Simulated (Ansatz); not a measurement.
Results of the Gaussian-basis code of Ansatz.

Basis-set series for `[SiH3][SiH]1O[SiH2]1`. Total charge 0; spin multiplicity 1. The geometry is a stationary point of PBE0-D4/def2-TZVP.

```json
{"functional": "PBE0-D4", "basis": "def2-SVP", "functions": "98", "energy (Eh)": "-946.53429", "HOMO (eV)": "-6.89", "LUMO (eV)": "-1.07"}
{"functional": "PBE0-D4", "basis": "def2-TZVPP", "functions": "241", "energy (Eh)": "-946.94342", "HOMO (eV)": "-6.88", "LUMO (eV)": "-1.19"}
{"functional": "ωB97M-V", "basis": "def2-SVP", "functions": "98", "energy (Eh)": "-946.87322", "HOMO (eV)": "-8.85", "LUMO (eV)": "0.79"}
{"functional": "ωB97M-V", "basis": "def2-TZVPP", "functions": "241", "energy (Eh)": "-947.28622", "HOMO (eV)": "-8.87", "LUMO (eV)": "0.56"}
```

Problem. Give the rows for def2-QZVPP. (Estimate.)

Solution. The calculation gave: 
| functional | basis | functions | energy (Eh) | HOMO (eV) | LUMO (eV) |
| --- | --- | --- | --- | --- | --- |
| PBE0-D4 | def2-QZVPP | 447 | -946.97767 | -6.90 | -1.23 |
| ωB97M-V | def2-QZVPP | 447 | -947.31831 | -8.89 | 0.45 |

Positive LUMOs are unbound and depend on the basis.
